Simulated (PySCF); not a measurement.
C$_{2}$H$_{5}$Ga (SMILES C=[CH][GaH2]), singlet, geometry from GFN2-xTB (such geometries of metal compounds can be far from the true shape). Base run: M062X/6-31G* in PySCF.

PySCF was given this input:
```python
from pyscf import gto, scf, dft, solvent

mol = gto.Mole()
mol.atom = '''
    Ga   -0.071319    0.090295    0.733806
    H    -0.886100    1.443076    0.804955
    H     0.306161   -0.590981    2.112374
    C     0.393416   -0.612460   -1.088303
    C    -0.018223    0.112412   -2.124432
    H     0.950097   -1.531709   -1.266553
    H     0.164517   -0.151664   -3.158087
    H    -0.574949    1.032432   -1.964254
'''
mol.basis = '6-31g*'
mol.charge = 0
mol.spin = 0
mol.verbose = 4
mol.build()

mf = dft.RKS(mol)
mf.xc = 'm062x'
mf.kernel()
```

Each row names what was changed in the base input (with any setting that the change needs).

| change | ΔE vs base (kJ/mol) | dipole (D) | HOMO-LUMO gap (eV) |
|---|---|---|---|
| base | 0.00 | 0.90 | 7.98 |
| model = IEF-PCM; solvent = acetonitrile; vdw_scale = 1.0 | [?] | [?] | [?] |
| model = IEF-PCM; solvent = water | -10.55 | 1.10 | 8.12 |
| model = COSMO; solvent = acetonitrile | -10.30 | 1.10 | 8.11 |
| model = SS(V)PE; solvent = acetonitrile | -10.24 | 1.09 | 8.11 |
| model = IEF-PCM; solvent = 2-propanol | -9.87 | 1.09 | 8.11 |
| model = IEF-PCM; solvent = acetonitrile; r_probe = 0.5 | [?] | [?] | [?] |
| model = IEF-PCM; solvent = dimethylsulfoxide | -10.40 | 1.10 | 8.11 |
| model = IEF-PCM; solvent = acetonitrile | -10.28 | 1.10 | 8.11 |
| model = IEF-PCM; solvent = acetonitrile; lebedev_order = 41 | -10.35 | 1.10 | 8.11 |
| model = IEF-PCM; solvent = dichloromethane | [?] | [?] | [?] |
| model = C-PCM; solvent = acetonitrile | -10.46 | 1.10 | 8.12 |

### Question
Some entries are withheld; supply them.

### Answer

- model = IEF-PCM; solvent = acetonitrile; vdw_scale = 1.0, ΔE vs base (kJ/mol): -24.91
- model = IEF-PCM; solvent = acetonitrile; vdw_scale = 1.0, dipole (D): 1.01
- model = IEF-PCM; solvent = acetonitrile; vdw_scale = 1.0, HOMO-LUMO gap (eV): 8.25
- model = IEF-PCM; solvent = acetonitrile; r_probe = 0.5, ΔE vs base (kJ/mol): -3.60
- model = IEF-PCM; solvent = acetonitrile; r_probe = 0.5, dipole (D): 1.04
- model = IEF-PCM; solvent = acetonitrile; r_probe = 0.5, HOMO-LUMO gap (eV): 8.03
- model = IEF-PCM; solvent = dichloromethane, ΔE vs base (kJ/mol): -8.89
- model = IEF-PCM; solvent = dichloromethane, dipole (D): 1.07
- model = IEF-PCM; solvent = dichloromethane, HOMO-LUMO gap (eV): 8.09

The base is the gas phase, so ΔE is the electrostatic part of solvation at a fixed geometry, without cavity and dispersion terms.
